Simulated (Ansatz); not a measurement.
Ansatz results at the PBE0-D4/def2-TZVP geometry: LUMO energy (B3LYP/def2-TZVPP) -1.30 eV; size of the dipole moment (ωB97M-V/def2-TZVPP) 2.42 D; HOMO–LUMO gap (PBE/def2-TZVPP) 4.79 eV.

Each molecule was computed in one conformer, which needn't be the lowest.

(1) Which molecule gave them?
A. `C[N](C)[Zr]([F])([N](C)C)[N](C)C`
B. `C[O][Zr]([CH3])([Cl])[Cl]`
C. `[OH][Zr]([F])([Cl])[SeH]`
D. `[NH2][Zr]([F])([F])[F]`

## Answers

(1) D. The others give `[OH][Zr]([F])([Cl])[SeH]`: -1.85, 2.53, 3.82; `C[O][Zr]([CH3])([Cl])[Cl]`: -1.67, 3.15, 4.31; `C[N](C)[Zr]([F])([N](C)C)[N](C)C`: -0.12, 1.97, 4.17.

B3LYP here is the variant with VWN-RPA as its local correlation; programs differ in this.
